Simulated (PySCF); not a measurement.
Species: C₂H₁₂SSi₃.
SMILES with atom numbers: `[CH3:1][S:2][SiH2:3][CH:4]([SiH3:5])[SiH3:6]` (hydrogens: H7, H8, H9 on C1; H10, H11 on Si3; H12 on C4; H13, H14, H15 on Si5; H16, H17, H18 on Si6)

Level of theory: core-valence-separated Tamm–Dancoff BHandHLYP/aug-pcX-1 (pcseg-1 on H, def2-SVPD on Si, def2-SVPD on S) in PySCF, non-relativistic, gas phase, PBE0-D3(BJ)/def2-SVP geometry.

Computed carbon K-edge spectrum, Gaussian lines of 0.4 eV full width, highest printed point 100; it ends one width below the last computed root. Absolute energies from this functional tend to lie a few eV below measured edges; no shift was applied.

(photon energy (eV), absorption): (284.5, 0), (284.6, 0), (284.7, 2), (284.8, 8), (284.9, 20), (285.0, 40), (285.1, 59), (285.2, 64), (285.3, 56), (285.4, 47), (285.5, 42), (285.6, 35), (285.7, 28), (285.8, 29), (285.9, 47), (286.0, 77), (286.1, 100), (286.2, 98), (286.3, 74), (286.4, 43), (286.5, 21), (286.6, 13)

Task: Where are the maxima, and which lines make them up?

Result: 2 maxima:
- 285.2 eV: C1 (S-methyl carbon), 285.16 eV, f = 0.045, 92 % of the height at the exact maximum
- 286.1 eV: C4 (sp3 carbon bound to silicon), 286.10 eV, f = 0.057, sum of 2, 70 % of the height at the exact maximum; C4 (sp3 carbon bound to silicon), 286.23 eV, f = 0.013, 15 % of the height at the exact maximum; C1 (S-methyl carbon), 286.28 eV, f = 0.016, 15 % of the height at the exact maximum

Further lines of some strength in the range: C4, 285.52 eV, f = 0.024.

Roots within 0.03 eV on the same or equivalent atoms count as one line; shares under 12 % aren't listed.

Vibrational structure and lifetime widths aren't in the curve. The ionisation threshold wasn't computed; near and above it a finite basis only mimics Rydberg series and continuum.

Conformer computed: `[CH3:1][S:2][SiH2:3][CH:4]([SiH3:5])[SiH3:6]`: C1–S2–Si3–C4 174°, S2–Si3–C4–Si5 -172°.

One conformer stands for the species.
